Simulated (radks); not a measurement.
Results of a calculation; reference values are marked as such.
How relativity changes the ionisation of neutral technetium ([Kr] 4d5 5s2) to Tc+ ([Kr] 4d5 5s1). Spin-unpolarised spherical Kohn-Sham, PBE, point nucleus unless stated (finite: rms radius 4.4112 fm), a radial shooting solver on a logarithmic mesh with Libxc functionals. A level marked "c x" has the speed of light scaled by that factor and shares open shells by 2j + 1; other Dirac levels either fill j = l - 1/2 first or share by 2j + 1.

level                               E(Tc) (hartree)  E(Tc+) (hartree)  IE (eV)   HOMO  <r> HOMO (bohr)
non-rel.                                -4206.25537       -4205.96838    7.809     5s            3.407
scalar-rel.                             -4285.59229       -4285.29265    8.154     5s            3.300
scalar-rel., finite nucleus             -4285.52774       -4285.22811    8.153     5s            3.300
Dirac, 2j+1 shares                      -4286.27089       -4285.97124    8.154  5s1/2            3.301
Dirac, low j first                      -4286.29186       -4285.99291    8.135  5s1/2            3.305
Dirac, 2j+1 shares, finite nucleus      -4286.20622       -4285.90657    8.154  5s1/2            3.301
Dirac, c x 0.75                         -4354.41698       -4354.10577    8.468  5s1/2            3.213
Dirac, c x 3                            -4214.76805       -4214.47976    7.845  5s1/2            3.396
Dirac, c x 10                           -4207.01787       -4206.73078    7.812  5s1/2            3.406

NIST Atomic Spectra Database: 7.119 eV (measured). The relativistic part of the total energy of Tc is -79.95 hartree (Dirac, 2j+1 shares, finite nucleus), 1.9 % of the non-relativistic value. Spin polarisation and multiplet splitting of open shells are left out at every level.

Beside tabulated values, note that relativity, absent from the non-relativistic runs, is large for the heavy elements, and spin-unpolarised runs miss the spin-polarisation part of the exchange energy of open shells.
